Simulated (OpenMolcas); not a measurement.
A calculation on neutral osmium.

- Program: OpenMolcas 26.06
- Method: SS-CASPT2, IPEA 0.25 Eh, imaginary shift 0.1 Eh (closed shells correlated: 5s 5p)
- Basis: ANO-RCC-VQZP [9s8p6d4f3g2h]
- Scalar Hamiltonian: DKH2, point nucleus
- Active space: 8 electrons in 11 orbitals (5d 6s 6d)
- State averaging: 2S+1 = 5 even, 15 roots; 2S+1 = 3 even, 45 roots kept (CI in the orbitals of an earlier block); 2S+1 = 1 even, 27 roots kept (CI in the orbitals of an earlier block)
- Spin-orbit coupling: RASSI with atomic mean-field integrals over the reference wave functions, term energies averaged over their components

Q: Which level of the active space comes out lowest?

A: 5d⁶ 6s² ⁵D₄, with 88 % of that term; it is also the measured ground level.

Q: How high does 5d⁶ 6s² ⁵D₁ lie?

A: 5980 cm⁻¹ above the lowest level; measured 5766 cm⁻¹ above the ground level, so the calculation is off by +4 %.

Q: How high does 5d⁷ 6s ³F₄(1) [66 %] lie?

A: 13490 cm⁻¹ above the lowest level; measured 11031 cm⁻¹ above the ground level, so the calculation is off by +22 %.

Q: How high does 5d⁶ 6s² ⁵D₀ lie?

A: 7130 cm⁻¹ above the lowest level; measured 6093 cm⁻¹ above the ground level, so the calculation is off by +17 %.

Q: The level at 10120 cm⁻¹ has J = 2. What is it made of, and what is its g factor?

A: 47 % 5d⁶ 6s² ⁵D₂, 34 % 5d⁷ 6s ³P(1), 8 % 5d⁷ 6s ¹D; g = 1.467, against 1.501 from Landé's formula for the pure leading term.

Measured values: NIST Handbook of Basic Atomic Spectroscopic Data.

Term energies are means over components that CASPT2 splits; among the terms shown or strongly mixed into the levels shown the widest spread is 220 cm-1 (5d⁷ 6s ⁵F). Terms from blocks run as CI alone lack orbitals of their own. Active for correlation alone: 6d; no level in the range computed is led by a configuration that fills it, so any true level of that kind is missing. Some terms miss by over 15 % even with CASPT2, which points to a basis or an active space too small for the shells correlated. Measured partners are found by configuration, term and J. A level has none where our copy of the source lacks it or the pairing is in doubt (some pairs that miss far off the trend of their configuration count as doubtful), and it then counts in no deviation. Levels of configurations outside the active space are missing.

A share in square brackets marks a mixed level and gives the weight of the term that names it. A number in round brackets counts repeated terms of one configuration in the order of the reference energies.
